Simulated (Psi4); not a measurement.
H4B (SMILES [BH4-]), charge -1, singlet, geometry from GFN2-xTB (a gas-phase anion, which may not be bound at this level), with bond 4-1 at 1.8 times its length.

Psi4 was given this input:
```
memory 2 GB

molecule mol {
-1 1
  B     0.000000    0.000000    0.000000
  H    -0.789356   -0.823300   -0.457034
  H     0.162270   -0.210279    1.199682
  H    -0.810600    2.037524   -0.288316
  H     1.077419   -0.098380   -0.582472
}

set basis def2-svp
set reference rhf
set stability_analysis check
set scf_type pk

energy('scf')
print_variables()
```

Q: What does this run give for the number of basis functions, nuclear repulsion energy, total energy?

A: 
| Quantity | Value |
|---|---|
| number of basis functions | 34 |
| nuclear repulsion energy | 9.0015 Eh |
| total energy | -26.8764 Eh |

A gas-phase anion may not be bound at this level; its values then depend on the basis.
